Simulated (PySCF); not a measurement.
A structure optimised at PBE0-D3(BJ)/def2-SVP, used in a PySCF frequency run:

```xyz
9

B     -0.4267    -0.0098     0.0000
C      0.3808     1.3003     0.0000
C      1.0076     2.3438     0.0000
H      1.5696     3.2610     0.0000
C      0.2948    -1.3620     0.0000
C      0.9005    -2.4173     0.0000
H      1.4296    -3.3536     0.0000
O     -1.7794     0.0063     0.0000
H     -2.1325     0.9030     0.0000
```
Charge 0, spin multiplicity 1.

**Question.** Write its SMILES, formula and point group.

**Answer.** C#CB(O)C#C, C₄H₃BO, Cs

**Question.** What are its rotational constants (standard atomic weights)?

**Answer.** 5.8470, 2.5063, 1.7543 GHz
